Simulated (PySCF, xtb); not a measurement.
B(OH)2(NH2) (BH₄NO₂), SMILES NB(O)O.

Geometry: B3LYP-D3(BJ)/def2-SVP. One conformer was computed; it need not be the lowest.

Method: IEF-PCM-PBE0/def2-SVP (PySCF).

The values are the electrostatic part of the solvation free energy, E(continuum) − E(gas) at the gas-phase geometry, in a cavity of scaled van der Waals radii (PySCF's table); cavitation and dispersion terms are not included. In vacuum the orbital gap is 8.25 eV. The dipole moment in vacuum is 1.23 D.

| solvent | ε | ΔG(elec) (kcal/mol) | dipole (D) | gap (eV) |
|---|---|---|---|---|
| water | 78.36 | -9.7 | 1.57 | 8.89 |
| benzene | 2.27 | -4.2 | 1.36 | 8.52 |
| dichloromethane | 8.93 | -8.1 | 1.50 | 8.79 |

For comparison, GFN2-xTB/ALPB(water) (xtb, at the GFN2-xTB geometry, all terms of that model) gives -10.4 kcal/mol.
